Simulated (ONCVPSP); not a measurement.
## lead (Pb): one change to an ONCV potential, before and after

| Item | Value |
| --- | --- |
| Element | lead (Pb) |
| Generator | ONCVPSP 4.0.1 |
| Type | optimised norm-conserving Vanderbilt (ONCV) |
| Functional | PBE |
| Relativity | scalar-relativistic |
| Frozen core | [Kr] 4d10 4f14 |
| Valence charge | 22 |
| Reference configuration | 5s2 5p6 5d10 6s2 6p2 |
| Partial waves | 5s+6s: rc 1.45 bohr, ncon 4, nbas 9, qcut 6.9 1/bohr, 2 projectors; 5p+6p: rc 1.70 bohr, ncon 3, nbas 7, qcut 10 1/bohr, 2 projectors; 5d: rc 1.45 bohr, ncon 4, nbas 9, qcut 9.4 1/bohr, 2 projectors, debl 3.2 Ha |
| Local potential | polynomial inside 0.95 bohr (lpopt 5, dvloc0 -1 Ha) |
| Core correction | Teter function, fcfact 3.25, rcfact 1.7 |

Change: s: qcut 4.6.

Cutoffs: the cutoffs (Ha) at which the residual kinetic energy of the hardest occupied pseudo-wave falls to 1 and 0.1 mHa per electron; they do not see the model core or the augmentation charge, which bear on the density cutoff. Errors are all-electron minus pseudo energies relative to the spin-unpolarised reference configuration.

Question: Predict the effect on cutoff, ghosts and configuration errors.

Answer: The potential gets harder (26 Ha and 55 Ha → 35 Ha and 134 Ha); the lowest positive-energy flag moves from s at 30.7 eV to s at 18.3 eV; the errors of the 4 common tests hardly move; neither file shows a bound ghost.

```tsv
quantity	base	changed
cutoff, loose	26 Ha	35 Ha
cutoff, tight	55 Ha	134 Ha
loose cutoff by channel	s 22 Ha, p 22 Ha, d 26 Ha	s 35 Ha, p 22 Ha, d 26 Ha
bound ghosts	none	none
GHOST(+) flags under 300 eV	s at 30.7 eV	s at 18.3 eV
error for 5s2 5p6 5d10 6s2 6p1, meV [ΔE 6.58 eV]	-2.9	-2.9
error for 5s2 5p6 5d10 6s2 6p0, meV [ΔE 20.02 eV]	-10	-9.9
error for 5s2 5p6 5d10 6s1 6p0, meV [ΔE 52.43 eV]	-34	-35
error for 5s2 5p6 5d10 6s2 6p1.5, meV [ΔE 2.49 eV]	-1.0	-1.0
s: phases at 1.47 bohr within 0.05 rad from the reference energy up to (Ha; the scan ends near 5)	0.8	0.4
p: phases at 1.72 bohr within 0.05 rad from the reference energy up to (Ha; the scan ends near 5)	to the end of the scan	to the end of the scan
d: phases at 1.47 bohr within 0.05 rad from the reference energy up to (Ha; the scan ends near 5)	to the end of the scan	to the end of the scan
rms error of d²Exc/dni dnj with the model core, mHa	2.34	2.38
```
